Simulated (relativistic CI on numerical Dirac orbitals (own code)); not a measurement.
Crystal-field levels of Ir³⁺, 5d6

Calculated by Dirac-Coulomb-Breit CI, KLI orbitals optimised for each configuration, QED by a radiative potential, valence Slater integrals scaled by 0.75, one configuration in a parametric crystal field (own radial code).

Field parameters in Wybourne normalisation: Oh B⁴₀ = 21Dq, B⁴₄ = √(5/14) B⁴₀. The field is a parameter set, without covalency.

S and J are read from ⟨S²⟩ = S(S + 1) and ⟨J²⟩ = J(J + 1) of each level; they are not fictitious spins.

Oh, 10Dq = 7000 cm⁻¹, the lowest 16 levels:

```csv
E (cm⁻¹),Degeneracy,Irrep,S,J
0.0,1,A1,1.53,3.80
243,2,E,1.75,3.79
435,3,T2,1.87,3.91
656,3,T1,1.75,3.86
3882,3,T2,1.65,2.56
5194,3,T1,1.91,2.88
8320,1,A1,1.24,4.14
8391,2,E,1.51,2.94
9750,3,T2,1.73,3.06
10190,3,T1,1.34,3.38
11335,1,A2,1.88,3.03
11363,1,A1,1.73,1.40
11373,2,E,1.25,4.02
12182,3,T1,1.61,3.18
13820,3,T2,1.37,4.35
15275,2,E,1.12,4.54
```

Oh, 10Dq = 12600 cm⁻¹, the lowest 10 levels:

```tsv
E (cm⁻¹)	Degeneracy	Irrep	S	J
0.0	1	A1	0.89	4.00
3581	2	E	1.55	3.80
4322	3	T1	1.57	3.87
4793	3	T2	1.72	3.70
6919	3	T2	1.62	3.25
9250	3	T1	1.83	2.92
9602	1	A1	1.58	3.87
12289	2	E	1.40	4.07
12649	3	T1	1.21	4.10
14710	3	T2	1.62	3.58
```

Oh, 10Dq = 18250 cm⁻¹, the lowest 10 levels:

```tsv
E (cm⁻¹)	Degeneracy	Irrep	S	J
0.0	1	A1	0.50	4.23
8929	2	E	1.31	3.96
10018	3	T1	1.31	4.04
10379	3	T2	1.26	3.55
14244	3	T2	1.84	3.79
15037	1	A1	1.49	3.80
15687	3	T1	1.45	3.28
17884	2	E	1.32	3.95
18554	3	T1	1.47	4.06
20713	2	E	1.49	4.10
```

The free-ion ground term has S = 2. The field overcomes the spin-pairing energy for Oh, 10Dq = 12600 cm⁻¹; Oh, 10Dq = 18250 cm⁻¹, where the ground state has lower spin; these fields are assumed values.

Levels of this model without a field, named by their leading LS term (the scale mimics covalency, so terms lie below those of the real free ion): 5D_4 0, 5D_2 4963, 5D_3 5621, 5D_1 8163, 5D_0 8319, 3H_4 13093, 3H_6 16535, 3H_5 16552 cm⁻¹.
